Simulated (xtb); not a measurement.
B(Cl)(H)(SH) (BClH₂S), SMILES SBCl. All values are semi-empirical tight-binding results from xtb (GFN2-xTB unless named), good for trends rather than for accurate numbers. The structure is a stationary point at GFN2-xTB. One conformer was computed; it need not be the lowest.

Computed properties:
```yaml
point_group_as_xtb_finds_it: Cs
orbital_gap: 4.10 eV
zero_point_energy: 13.9 kcal/mol
G − E(el) at 298.15 K (modified RRHO): -3.0 kcal/mol
static polarisability (D4 model): 48.4 bohr³
solvation energy, GFN2-xTB/ALPB(water): -2.1 kcal/mol
solvation energy, GFN2-xTB/ALPB(toluene): -4.1 kcal/mol
```
